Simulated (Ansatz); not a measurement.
```yaml
crystal:
  periodic: [false, false, false]
  atoms:
    - {symbol: N, position_ang: [-0.500290, 0.305625, -1.345526]}
    - {symbol: C, position_ang: [0.064781, 0.719791, -0.066498]}
    - {symbol: In, position_ang: [0.125978, -0.966670, 1.297102]}
    - {symbol: H, position_ang: [0.031393, -0.449240, -1.758588]}
    - {symbol: H, position_ang: [-0.500711, 1.067266, -2.014718]}
    - {symbol: H, position_ang: [-0.592565, 1.465022, 0.390812]}
    - {symbol: H, position_ang: [1.063045, 1.181990, -0.122833]}
    - {symbol: H, position_ang: [0.257184, -2.551422, 0.606624]}
    - {symbol: H, position_ang: [0.051185, -0.772363, 3.013626]}
basis:
  gaussian: {orbitals: def2-SVP, fitting: {mean_field: cc-pVTZ-jkfit}}
hamiltonian: {xc: {name: wB97X}}
accuracy: high
output: {forces: true}
```

```sh
$ ansatz run in.yaml --threads 2 --pin off --events-out ev --progress --plain --max-ram 32768MiB --backend cpu
```

Output, abridged:

```
Functional definition: wB97X
Error: <dir> the basis set cc-pVTZ-JKFIT has no functions for In
```
